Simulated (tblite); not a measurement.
Start geometry of `C=C[C@@H](C)[SiH2]C([SiH3])[SiH3]` from a force field or distance geometry (Å):
```
atom  x, y, z in Å
C1     2.4063    1.1454   -1.3499
C2     2.1233    0.5604   -0.1878
C3     1.3866   -0.7572   -0.0441
C4     2.2815   -1.7914    0.6107
Si5   -0.3031   -0.5381    0.8793
C6    -1.3638    0.7721    0.1219
Si7   -1.9682    0.1849   -1.5012
Si8   -2.8196    0.9875    1.2106
H9     2.0869    0.7156   -2.2941
H10    2.9473    2.0807   -1.3804
H11    2.4804    1.0258    0.7368
H12    1.1224   -1.1350   -1.0448
H13    1.7797   -2.7728    0.6856
H14    3.2125   -1.9349    0.0458
H15    2.5552   -1.4993    1.6420
H16   -0.9902   -1.8532    0.9286
H17    0.0303   -0.1713    2.2786
H18   -0.8123    1.7091    0.0263
H19   -0.8357   -0.0425   -2.4230
H20   -2.7259   -1.0874   -1.3970
H21   -2.8414    1.2061   -2.1347
H22   -3.6030   -0.2687    1.3840
H23   -3.7330    2.0219    0.6658
H24   -2.4278    1.4622    2.5486
```

Task: What comes out of this run: GFN2-xTB geometry optimisation, gas phase (tblite 0.8.0)?

Result: 
```
atom  x, y, z in Å
C1     2.0918    1.3111   -1.1655
C2     2.1233    0.4943   -0.1265
C3     1.4274   -0.8188   -0.0493
C4     2.3172   -1.8737    0.6016
Si5   -0.2042   -0.6016    0.9348
C6    -1.3444    0.6481    0.0726
Si7   -1.9394    0.0770   -1.6430
Si8   -2.7971    1.1400    1.1952
H9     1.5630    1.0545   -2.0695
H10    2.5912    2.2653   -1.1601
H11    2.6659    0.7797    0.7668
H12    1.1790   -1.1458   -1.0629
H13    1.7995   -2.8285    0.6576
H14    3.2346   -2.0129    0.0302
H15    2.5883   -1.5746    1.6121
H16   -0.8533   -1.9155    1.0523
H17    0.1451   -0.1389    2.2879
H18   -0.7523    1.5538   -0.0907
H19   -0.8117   -0.1408   -2.5551
H20   -2.6936   -1.1729   -1.5231
H21   -2.8019    1.1032   -2.2378
H22   -3.6489   -0.0239    1.4449
H23   -3.5913    2.1948    0.5577
H24   -2.3000    1.6459    2.4777
```

The energy falls by 0.321 eV over 123 L-BFGS steps, the largest force on an atom goes from 2.21 to 0.010 eV/Å, and the atoms move by 0.241 Å rms after alignment. The bond that changes most is C6–Si7 (sp3 carbon bound to silicon to SiH3 silicon), which lengthens by 0.075 Å. Bonds longer at the end by more than 0.005 Å: 4 of 23; shorter: 17. Among the angles that change most is Si7–C6–H18, from 111.4° to 106.4°. Among the dihedrals that turn most is C1–C2–C3–C4, from 117° to 138°. Rotational constants go from 1670, 660.5, 582.6 to 1555, 661.7, 593.2 MHz. The orientation of the end geometry is arbitrary; only internal coordinates are fixed.

Hardware: one thread, x86-64 server (shared host).

Its GFN2-xTB frequencies are all real (lowest 36 cm⁻¹). One conformer, not necessarily the lowest. 3 starts were optimised and ended at 0.00, 0.51 and 1.96 kcal/mol (GFN2-xTB); the lowest of these is shown.

All values are computed, not measured.
